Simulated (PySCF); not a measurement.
ZnHF, SMILES [F][ZnH].

Geometry optimised at PBE0-D3(BJ)/def2-TZVP.

The numbers are results of TDDFT-LC-ωPBE/def2-TZVPD (PySCF), not measurements.

Vertical excitations; the highest root listed may be one member of a degenerate set.  State labels are in the subgroup C2v.

| state | symmetry | energy (eV) | λ (nm) | f | main pairs |
|---|---|---|---|---|---|
| S1 | B2 | 8.27 | 150 | 0.100 | HOMO→LUMO+1, HOMO→LUMO+5, HOMO−1→LUMO+2, HOMO−1→LUMO+3 (degenerate set) |
| S2 | B1 | 8.27 | 150 | 0.100 | HOMO→LUMO, HOMO→LUMO+4, HOMO−2→LUMO+2, HOMO−2→LUMO+3 (degenerate set) |
| S3 | B2 | 8.43 | 147 | 0.163 | HOMO−1→LUMO+2, HOMO−1→LUMO+3, HOMO→LUMO+1, HOMO→LUMO+5 (degenerate set) |
| S4 | B1 | 8.43 | 147 | 0.163 | HOMO−2→LUMO+2, HOMO−2→LUMO+3, HOMO→LUMO, HOMO→LUMO+4 (degenerate set) |
| S5 | A1 | 8.81 | 141 | 0.273 | HOMO→LUMO+2 51 %, HOMO→LUMO+3 16 %, HOMO→LUMO+6 9 % |
| S6 | A2 | 8.85 | 140 | 0.000 | HOMO−2→LUMO+1 33 %, HOMO−1→LUMO 33 %, HOMO−2→LUMO+5 14 %, HOMO−1→LUMO+4 14 % |
| S7 | A2 | 8.88 | 140 | 0.000 | HOMO−1→LUMO, HOMO−2→LUMO+1, HOMO−1→LUMO+4, HOMO−2→LUMO+5 (degenerate set) |
| S8 | A1 | 8.88 | 140 | 0.000 | HOMO−2→LUMO, HOMO−1→LUMO+1, HOMO−2→LUMO+4, HOMO−1→LUMO+5 (degenerate set) |
| S9 | A1 | 9.17 | 135 | 0.070 | HOMO−3→LUMO+2 30 %, HOMO−3→LUMO+3 23 %, HOMO→LUMO+2 10 %, HOMO−2→LUMO 9 % |
| S10 | B1 | 9.64 | 129 | 0.138 | HOMO−3→LUMO 64 %, HOMO−3→LUMO+4 28 % |
| T1 | A1 | 6.94 | 179 | 0 | HOMO→LUMO+2 40 %, HOMO→LUMO+3 36 %, HOMO→LUMO+6 16 % |
| T2 | B1 | 7.12 | 174 | 0 | HOMO→LUMO, HOMO→LUMO+4 (degenerate set) |
| T3 | B2 | 7.12 | 174 | 0 | HOMO→LUMO+1, HOMO→LUMO+5 (degenerate set) |
| T4 | B1 | 7.96 | 156 | 0 | HOMO−2→LUMO+2 49 %, HOMO−2→LUMO+3 38 % |
Triplets are in the Tamm–Dancoff approximation, which puts them higher than full response would, so one can lie above its singlet here.
